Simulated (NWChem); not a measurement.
SiOF3, doublet; SMILES [O][Si](F)(F)F

Results from NWChem. Pople sets run with spherical d functions. Spin-unrestricted. The radical's symmetric form is orbitally degenerate, so geometry and low modes hang on which distorted state is reached. No stability test was run on the SCF state. Each level has its own optimisation; frequencies are unscaled.

For level UHF/STO-3G:

r O–Si (Å): 1.700
lowest (cm⁻¹): 75

### Question
What are these values for level UHF/6-31G*?

### Answer
The r O–Si (Å) is 1.652 and the lowest (cm⁻¹) comes out as 105.
